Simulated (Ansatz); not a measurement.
Cost and result up the ladder for NiH2(PH3)2 (NiP2H8) (11 atoms). The state is a singlet with charge 0. Geometry: PBE-D4/def2-SVP.

```xyz
11

Ni   -0.6427    0.4114    0.0884
H    -2.1356    0.8014    0.1498
H    -1.6015    1.5881    0.3723
P     1.2695    1.2347    0.3624
H     2.5017    0.4994    0.1893
H     1.6658    1.8052    1.6273
H     1.7171    2.3703   -0.4073
P    -0.6681   -1.6188   -0.4480
H    -1.2842   -2.0650   -1.6742
H    -1.3396   -2.6014    0.3680
H     0.5177   -2.4252   -0.6280
```

Ansatz on 4 threads of Arm Neoverse V1 on a shared host. Times are rough, and most runs start from the orbitals of an earlier one. ωB97M-V/def2-TZVP serves as the yardstick here, not as an exact answer. Differences are given only for rows in sets of like size (and for xTB, whose basis is part of the method), since another set adds its own error. Binding counts from free atoms at the same level (Ni triplet, H doublet, P quartet; other spins of the atoms weren't run), without zero-point energy or a counterpoise term.

The 6-31G sets use Cartesian d functions. B3LYP takes the VWN-RPA correlation. In the singlet, H2 and H3 lie 0.98 Å apart (atoms count from 1), so these atoms are partly bonded to each other.

Run but left out: HF/STO-3G, HF/6-31G, BHLYP-D4/def2-TZVP (restricted singlet, unstable in another Hartree–Fock run and untested here); CCSD(T)/def2-TZVP (restricted singlet, unstable towards broken spin symmetry).

| level | functions | wall time |
| --- | --- | --- |
| PBE-D4/def2-SVP | 107 | 1 s |
| B3LYP-D4/6-31G | 71 | 1.1 s |
| PBE0-D4/def2-SVP | 107 | 1.4 s |
| PBE-D4/def2-TZVP | 167 | 1.6 s |
| BLYP-D4/def2-TZVP (with forces) | 167 | 2.2 s |
| PBE0-D4/def2-TZVP | 167 | 2.4 s |
| r2SCAN-D4/def2-TZVP | 167 | 3.6 s |
| r2SCANh-D4/def2-TZVP | 167 | 4.3 s |
| ωB97X-V/def2-TZVP | 167 | 7 s |
| ωB97M-V/def2-TZVP | 167 | 8.5 s |

(1) Estimate what each level gives for the binding energy per atom (eV).

## Answers

(1) 
| level | binding energy per atom (eV) | difference from ωB97M-V/def2-TZVP (eV) |
| --- | --- | --- |
| PBE-D4/def2-SVP | 2.70 | – |
| B3LYP-D4/6-31G | 2.31 | – |
| PBE0-D4/def2-SVP | 2.53 | – |
| PBE-D4/def2-TZVP | 2.70 | 0.08 |
| BLYP-D4/def2-TZVP (with forces) | 2.69 | 0.07 |
| PBE0-D4/def2-TZVP | 2.57 | -0.06 |
| r2SCAN-D4/def2-TZVP | 2.68 | 0.06 |
| r2SCANh-D4/def2-TZVP | 2.63 | 0.01 |
| ωB97X-V/def2-TZVP | 2.65 | 0.02 |
| ωB97M-V/def2-TZVP | 2.63 | 0.00 |
